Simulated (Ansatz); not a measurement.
`CC#[N+][InH3-]`. Charge 0, multiplicity 1. In takes the def2 core potential. The structure was optimised at the PBE0-D4/def2-TZVP level.

```xyz
10

C    -0.082   -1.706    1.605
C    -0.032   -0.655    0.616
N     0.009    0.178   -0.168
In    0.093    1.932   -1.817
H     0.574   -1.460    2.440
H    -1.103   -1.818    1.973
H     0.242   -2.648    1.159
H    -1.081    1.229   -2.879
H     1.776    1.745   -2.184
H    -0.397    3.202   -0.745
```

What is the dipole moment at PBE/def2-TZVPP? (Estimate.)

Ansatz gave: 7.17 D, with components (-0.25, -5.22, 4.91) D in this frame, pointing from negative to positive charge.

And with r2SCAN, B3LYP, ωB97M-V? (Best estimate.)

Computed: r2SCAN 7.34 D, B3LYP 7.28 D, ωB97M-V 7.33 D.

Give the Mulliken charges with PBE, B3LYP, ωB97M-V in def2-TZVPP. (Estimate.)

Computed: 
```csv
atom,PBE,B3LYP,ωB97M-V
C1,-0.10,-0.12,-0.18
C2,-0.17,-0.08,-0.02
N3,0.04,-0.04,-0.10
In4,0.36,0.43,0.31
H5,0.13,0.13,0.14
H6,0.13,0.13,0.14
H7,0.13,0.13,0.14
H8,-0.18,-0.20,-0.15
H9,-0.18,-0.20,-0.15
H10,-0.18,-0.20,-0.15
```

B3LYP here is the variant with VWN-RPA as its local correlation; programs differ in this.
